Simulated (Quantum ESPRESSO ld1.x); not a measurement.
Species: neutral phosphorus. Configuration: [Ne] 3s2 3p3. Method: scalar-relativistic Kohn-Sham, PBE, spin-unpolarised, spherical densities, point nucleus; computed with ld1.x of Quantum ESPRESSO 7.5.

Unscreened Slater integrals over Kohn-Sham orbitals (eV).

F0(3p,3p): 10.442
F2(3p,3p): 5.1590
F0(3p,3s): 11.519
G1(3p,3s): 7.3886
F0(3p,2p): 14.467
F2(3p,2p): 2.0785
G0(3p,2p): 0.81231
G2(3p,2p): 0.79243
F0(3p,2s): 14.350
G1(3p,2s): 0.62702
F0(3p,1s): 15.527
G1(3p,1s): 0.57798
F0(3s,3s): 12.971
F0(3s,2p): 17.356
G1(3s,2p): 1.1736
F0(3s,2s): 17.239
G0(3s,2s): 0.93660
F0(3s,1s): 18.786
G0(3s,1s): 0.46312
F0(2p,2p): 51.547
F2(2p,2p): 23.742
F0(2p,2s): 49.095
G1(2p,2s): 29.206
F0(2p,1s): 72.426
G1(2p,1s): 10.099
F0(2s,2s): 47.490
F0(2s,1s): 67.133
G0(2s,1s): 5.4795
F0(1s,1s): 247.26

Derived for the open shells (J is the average intra-shell exchange parameter used in DFT+U). 3p: J = F2/5 = 1.032 eV.
